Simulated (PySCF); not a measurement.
Computed shifts of a molecule C4H5Br, PBE/pcSseg-1 run with PySCF, GIAO, gas phase, atoms alike by connectivity averaged where their shifts nearly agree, in ppm (number of nuclei): ¹³C: 153.8 (1), 143.6 (1), 128.2 (1), 127.5 (1). ¹H: 6.76 (1), 6.22 (1), 5.98 (2), 5.85 (1). References: ¹³C against TMS (σ = 182.0 ppm); ¹H against TMS (σ = 31.49 ppm), references at their B3LYP-D3(BJ)/def2-TZVP geometries, non-relativistic (without spin–orbit terms, shifts of atoms bonded to Cl or Br come out too high). Coordinates come from a PBE0-D3(BJ)/def2-SVP optimisation. Other conformers were not sampled.

Problem. Which molecule gave these data?
A) C=C/C=C/Br
B) CC=C=CBr
C) C=CC(=C)Br
D) BrC1=CCC1

Solution. C, C=CC(=C)Br
